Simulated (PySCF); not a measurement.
Al(Cl)(OH)(SeH) (AlClH2OSe), SMILES [OH][Al]([Cl])[SeH]. Atoms are numbered in the order given.

```xyz
6

Al     0.4340    -0.6304     0.0000
Cl    -0.9724    -2.1915     0.0000
O      2.1016    -0.9255     0.0000
H      2.5356    -1.7830     0.0000
Se    -0.2818     1.5481     0.0000
H      1.1196     2.0024     0.0000
```
Charge 0, spin multiplicity 1.

Geometry: r2SCAN-D4/def2-SVP. The structure was generated by enumeration; whether it is a known compound was not checked. The values are those of a single conformer.

These are CAM-B3LYP/def2-TZVP run with PySCF values and carry that method's errors.

Symmetry labels are those of the subgroup Cs that the program uses (full group Cs).

List the valence orbital energies around the gap with their symmetry. (Estimate from the structure and the level; the computed values follow.)


```tsv
orbital	symmetry	energy (eV)
HOMO−7	A'	-13.39
HOMO−6	A'	-12.33
HOMO−5	A'	-11.67
HOMO−4	A"	-11.47
HOMO−3	A"	-10.88
HOMO−2	A'	-10.80
HOMO−1	A'	-10.28
HOMO	A"	-8.79
LUMO	A'	0.06
LUMO+1	A"	0.59
LUMO+2	A'	1.09
LUMO+3	A'	1.97
```
